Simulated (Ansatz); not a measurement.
`[CH2]1[SiH2][O][GeH2]1` and `F[SiH]1[CH2][GeH2][O]1` differ in one atom or group.

Ansatz, PBE0-D4/def2-TZVP geometries, multiplicity 1. 

Scalar relativity is left out up to krypton.

| property | `[CH2]1[SiH2][O][GeH2]1` |
| --- | --- |
| HOMO energy (ωB97M-V/def2-TZVPP) / eV | -10.38 |
| HOMO–LUMO gap (B3LYP/def2-TZVPP) / eV | 7.26 |
| HOMO–LUMO gap (PBE/def2-TZVPP) / eV | 5.41 |
| HOMO energy (PBE0/def2-TZVPP) / eV | -8.20 |
| LUMO energy (PBE/def2-TZVPP) / eV | -1.35 |
| LUMO energy (PBE0/def2-TZVPP) / eV | -0.50 |

Problem. What does the change do to each property? (Best estimate.)

Solution. The calculation gave: 
```tsv
property	`F[SiH]1[CH2][GeH2][O]1`	shift
HOMO energy (ωB97M-V/def2-TZVPP) / eV	-10.54	-0.16
HOMO–LUMO gap (B3LYP/def2-TZVPP) / eV	7.53	0.27
HOMO–LUMO gap (PBE/def2-TZVPP) / eV	5.85	0.44
HOMO energy (PBE0/def2-TZVPP) / eV	-8.38	-0.18
LUMO energy (PBE/def2-TZVPP) / eV	-1.25	0.10
LUMO energy (PBE0/def2-TZVPP) / eV	-0.40	0.10
```

With PBE0 the HOMO falls by 0.18 eV and the LUMO rises by 0.10 eV, so the gap widens by about 0.28 eV. PBE moves the HOMO by -0.34 eV and ωB97M-V by -0.16 eV.

Positive LUMOs are unbound, so they and the gaps depend on the basis.

B3LYP here is the variant with VWN-RPA as its local correlation; programs differ in this.
